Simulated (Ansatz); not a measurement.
Stepwise reaction of `[OH][Ge]([OH])([Cl])[Cl]` with hydrogen chloride, as a gas-phase model of exchange steps in deposition or etching. ΔE in kJ/mol; ΔG adds harmonic PBE0-D4 terms to CCSD(T)/CBS, at 1 bar.

Gas-phase electronic energies from Ansatz, PBE0-D4/def2-TZVP geometries. CBS: MP2 limit from def2 TZ/QZ plus the TZ coupled-cluster correction, frozen cores. This one scheme is used for every species. DFT in def2-TZVPP. B3LYP here is the variant with VWN-RPA as its local correlation; programs differ in this. For Ge outer-core shells are correlated without core-valence functions, which leaves a few kJ/mol of doubt a bond. Scalar relativity is left out up to krypton. Each species was taken in one conformer, which may not be the lowest.

```json
{"step": "1", "reaction": "`[OH][Ge]([OH])([Cl])[Cl]` + HCl → `[OH][Ge]([Cl])([Cl])[Cl]` + H₂O", "PBE-D4": "-31.9", "B3LYP-D4": "-29.3", "ωB97M-V": "-28.1", "CCSD(T)/CBS": "-28.3", "ΔG(600 K)": "-23.5"}
```

Problem. Give the row of step 2, `[OH][Ge]([Cl])([Cl])[Cl]` + HCl → `[Cl][Ge]([Cl])([Cl])[Cl]` + H₂O. (An estimate is asked.)

Solution. The calculation gave: 
```
step                                                             reaction  PBE-D4  B3LYP-D4  ωB97M-V  CCSD(T)/CBS  ΔG(600 K)
   2  `[OH][Ge]([Cl])([Cl])[Cl]` + HCl → `[Cl][Ge]([Cl])([Cl])[Cl]` + H₂O   -32.0     -29.8    -28.5        -29.0       -9.2
```

Problem. By hand: ΔE of the 2 steps together at CCSD(T)/CBS.

Solution. (-28.3) + (-29.0) = -57.3 kJ/mol, or -28.6 kJ/mol a step.

In ΔE the steps differ by no more than 0.7 kJ/mol. All are downhill at CCSD(T)/CBS. ΔG lies between -23.5 and -9.2 kJ/mol a step. PBE-D4 differs from CCSD(T)/CBS by -3.6 to -3.0 kJ/mol a step. Isolated molecules leave out the surface, adducts and barriers. Largest T1 diagnostic: 0.011.
